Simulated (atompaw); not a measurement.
**Plane-wave convergence, PAW (atompaw) potential for calcium (Ca)**

| Item | Value |
| --- | --- |
| Element | calcium (Ca) |
| Generator | atompaw 4.2.0.5 |
| Type | PAW |
| Functional | PBE |
| Relativity | scalar-relativistic |
| Frozen core | [Ar] |
| Valence charge | 2 |
| Reference configuration | 3d0 4s1.5 4p0.5 |
| Partial waves | 4s (bound): rc 3.00 bohr; 4s channel at 0.75 Ry: rc 3.00 bohr; 4p (bound): rc 3.00 bohr; 4p channel at 0.55 Ry: rc 3.00 bohr; 3d (bound, empty): rc 3.00 bohr; 3d channel at 1.05 Ry: rc 3.00 bohr; 4f channel at 0.05 Ry: rc 3.00 bohr; 4f channel at 2.7 Ry: rc 3.00 bohr |
| Local potential | bessel scheme, radius 2.55 bohr |
| Core correction | smooth core density matched at 2.85 bohr |
| Augmentation charge | sinc compensation charge, radius 2.30 bohr; PAW radius 3.00 bohr; waves and projectors: custom polynom2 7 10 vanderbiltortho |

The pseudo-atom Hamiltonian at the reference potential is diagonalised in spherical Bessel functions j_l(qr) that vanish at 20 bohr, with q² up to the cutoff. All-electron valence levels (Ry): 4s -0.3020, 4p -0.1239, 3d -0.1838.

How do the lowest levels (Ry) of each channel move with the cutoff, and are there ghosts?

| cutoff (Ry) | s #1 | p #1 | p #2 | d #1 | d #2 | f #1 | f #2 | Σ f·Δε (mRy) |
| --- | --- | --- | --- | --- | --- | --- | --- | --- |
| 8 | -0.3019 | -0.1238 | 0.0273 | -0.1717 | 0.0299 | 0.0829 | 0.1966 | 0.2 |
| 10 | -0.3020 | -0.1239 | 0.0273 | -0.1785 | 0.0294 | 0.0829 | 0.1966 | 0.1 |
| 400 | -0.3020 | -0.1239 | 0.0273 | -0.1838 | 0.0290 | 0.0829 | 0.1966 | 0.0 |

Result: no extra level below or beside the all-electron valence levels (s, p, d, f tested); 10 mRy is reached at 6 Ry and 1 mRy at 6 Ry.

The cutoffs count occupied waves only; the empty 3d level needs 10 Ry at the loose tolerance.
